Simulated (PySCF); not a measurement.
A structure optimised at PBE-D3(BJ)/def2-SVP, used in a PySCF frequency run:

```
Si
N 1 1.7261
H 2 1.0240 1 117.87
H 2 1.0244 3 110.23 1 -139.20
C 1 1.8636 2 111.16 3 168.73
H 5 1.1073 1 110.30 2 -179.14
H 5 1.1078 6 109.04 1 -121.11
H 5 1.1092 6 107.98 7 -118.10
Cl 1 2.0790 2 106.16 3 47.61
Cl 1 2.0984 2 114.06 3 -69.23
```
Charge 0, spin multiplicity 1.

**Question.** Write its SMILES and formula.

**Answer.** C[Si](N)(Cl)Cl, CH5Cl2NSi

**Question.** What are its rotational constants (standard atomic weights)?

**Answer.** 2.5604, 1.8314, 1.5629 GHz
